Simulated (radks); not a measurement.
The numbers below are computed, except where a source is named.
Removal energies from the chlorine ion Cl13+, [He] 2s2, by Delta-SCF beside the eigenvalue of the level emptied. Code: a radial shooting solver on a logarithmic mesh with Libxc functionals. Model: Dirac Kohn-Sham, relativistic LDA (MacDonald-Vosko exchange, VWN5 correlation), spin-unpolarised, spherical densities, finite nucleus; Fermi nuclear charge, rms radius of each element as measured or else 0.836 A^(1/3) + 0.57 fm. Sub-shells are occupied by j as written (lower j first in brackets).

removed from	final configuration	Delta-SCF (eV)	-eigenvalue (eV)
2s1/2	[He] 2s1	749.33	720.95
1s1/2	1s1 2s2	3489.4	3366.1
